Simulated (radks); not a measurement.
Task: The mean radii <r> (bohr) of the occupied orbitals of an atom or ion are listed with their occupations. Calculated with a radial shooting solver on a logarithmic mesh with Libxc functionals: non-relativistic Kohn-Sham, PBE, spin-polarised, spherical densities, point nucleus.

orbital  occ.     <r>
1s up       1  0.5047

Name the element and its charge. Open shells, if any, are filled with parallel spins first.

Result: Z = 3, lithium, charge +2: Li2+ in 1s1. The 1s radius gives Z: for a bare nucleus <r> = 1.5/Z, 0.5 bohr for Z = 3, and the self-interaction of the functional makes it slightly larger (0.5047 here). The occupations add up to 1, and the charge is Z minus that.
